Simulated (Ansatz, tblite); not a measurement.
Forces on the cluster ScO3 at its r2SCAN-D4/def2-TZVP geometry. Total charge 0; doublet.

The xTB rows come from tblite. The structure holds one bond between oxygen atoms, so isomers without such links may lie far lower. The structure comes from a short search, and lower isomers may exist.

GFN1-xTB (tblite), largest force 1.74 eV/Å:

```xyz
4
positions Å, forces eV/Å
Sc   -0.171   -0.402   -0.761   -0.842    0.595    1.397
O    -0.719    1.005    0.686    0.118   -0.074   -0.708
O     1.451   -0.430   -1.206    0.556   -0.027   -0.194
O    -0.561   -0.173    1.281    0.167   -0.494   -0.495
```

GFN2-xTB (tblite), largest force 2.21 eV/Å:

```
Sc -0.856 0.828 1.862
O 0.005 0.529 -1.212
O 0.609 -0.096 -0.341
O 0.242 -1.261 -0.309
```

r2SCAN0-D4/def2-TZVP (Ansatz), largest force 1.05 eV/Å:

```
Sc 0.792 0.092 0.030
O 0.109 -0.953 0.403
O -0.749 -0.023 0.117
O -0.151 0.885 -0.549
```
